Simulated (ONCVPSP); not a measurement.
## niobium (Nb): ONCV pseudisation with PBE, fully relativistic reference atom.

- Element: niobium
- Generator: ONCVPSP 4.0.1
- Type: optimised norm-conserving Vanderbilt (ONCV)
- Functional: PBE
- Relativity: fully relativistic
- Frozen core: [Ar] 3d10
- Valence charge: 13
- Reference configuration: 4s2 4p6 4d4 5s0.5 (charge +0.5)
- Partial waves: 4s+5s: rc 1.50 bohr, ncon 4, nbas 8, qcut 7.6 1/bohr, 3 projectors, debl 3.1 Ha; 4p: rc 2.15 bohr, ncon 4, nbas 7, qcut 5.4 1/bohr, 1 projector; 4d: rc 2.70 bohr, ncon 5, nbas 10, qcut 6.7 1/bohr, 2 projectors, debl 1.7 Ha
- Local potential: polynomial inside 1.10 bohr (lpopt 5, dvloc0 2 Ha)
- Core correction: none

Open shells are filled in proportion to 2j + 1.

Poles of the logarithmic derivatives, all-electron (AE) and pseudo (PS). s: poles at -1.0 (AE) and -1.0 (PS) Ha. p3/2: poles at -1.1, 3.8 (AE) and -1.1, 2.8 (PS) Ha. p1/2: poles at -1.2, 3.6 (AE) and -1.2, 2.8 (PS) Ha. d5/2: poles at 0.0, 2.7 (AE) and 0.0, 2.8 (PS) Ha. d3/2: poles at 0.0, 2.7 (AE) and 0.0, 2.7 (PS) Ha. Test radii: s 1.53, p3/2 2.18, p1/2 2.18, d5/2 2.74, d3/2 2.74 bohr.

* Cutoffs needed: 22 Ha and 26 Ha (the cutoffs (Ha) at which the residual kinetic energy of the hardest occupied pseudo-wave falls to 1 and 0.1 mHa per electron)
* Ghost test: no bound ghost flagged; GHOST(+) flagged for s at 322.5 eV
* Largest excitation error: +44 meV (all-electron minus pseudo) for 4s2 4p6 4d4 5s0 5p1, out of 4 test configurations
